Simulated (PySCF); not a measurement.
Run record: geometry optimisation, (CF3)2P-PF2 (`FP(F)P(C(F)(F)F)C(F)(F)F`).

Computed with PBE0-D3(BJ)/def2-SVP geometry optimisation, gas phase (PySCF 2.14.0). Start geometry: GFN2-xTB. The input is one job of a driver script: a line of settings, then coordinates in Å.

Command:
```bash
OMP_NUM_THREADS=1 python probes_run.py task.json out
```

Input:
```
{"job": {"xc": "PBE0", "basis": "def2-SVP", "d3": "d3bj", "grid": 1, "kind": "geom"}, "charge": 0, "multiplicity": 1}
F     -0.767497     2.873211     0.203559
P      0.054516     1.660659     0.855975
F      1.490066     2.292932     0.512194
P     -0.026817     0.337590    -0.949628
C      1.315211    -0.815353    -0.264440
F      1.000472    -2.095455    -0.451636
F      1.549887    -0.643183     1.046561
F      2.461665    -0.579342    -0.900151
C     -1.477185    -0.597664    -0.170040
F     -1.891884    -1.605336    -0.929036
F     -1.207558    -1.085006     1.046624
F     -2.499678     0.256260    -0.026007
```

Output:
```
step   0  E = -1555.73234264  max force = 0.016590
step   1  E = -1555.73511176  max force = 0.005832
step   2  E = -1555.73547957  max force = 0.002185
step   3  E = -1555.73556259  max force = 0.001478
step   4  E = -1555.73560264  max force = 0.001206
step   5  E = -1555.73564433  max force = 0.000975
step   6  E = -1555.73566240  max force = 0.000624
step   7  E = -1555.73567580  max force = 0.000461
step   8  E = -1555.73567926  max force = 0.000371
optimisation converged
```

Energies in Eh; «max force» is the largest Cartesian gradient component in Eh/bohr.

Task: Give the first gradient maximum in eV/Å.

Result: With 1 Eh/bohr = 51.422 eV/Å, 0.853 eV/Å.

Summary of the converged run: final energy -1555.73568 Eh after 8 steps; dipole 0.47 D.

Task: Where do the atoms end?

Result: 0.122 Å rms from the input after alignment:
```
atom  x, y, z in Å
F1    -0.7820    2.9638    0.0887
P2    -0.0120    1.7886    0.8690
F3     1.5037    2.2544    0.5875
P4    -0.0617    0.3287   -0.8761
C5     1.3527   -0.7747   -0.2488
F6     1.1271   -2.0421   -0.5846
F7     1.5278   -0.7268    1.0751
F8     2.4869   -0.3834   -0.8181
C9    -1.4970   -0.6842   -0.1567
F10   -1.9085   -1.6038   -1.0172
F11   -1.2272   -1.2907    0.9958
F12   -2.5076    0.1691    0.0628
```

Task: Estimate the wall time. Hardware: one thread, x86-64 server, no GPU (shared host).

Result: About 4.9 min.
Labels such as C1 count atoms from 1, the log's own numbers from 0.
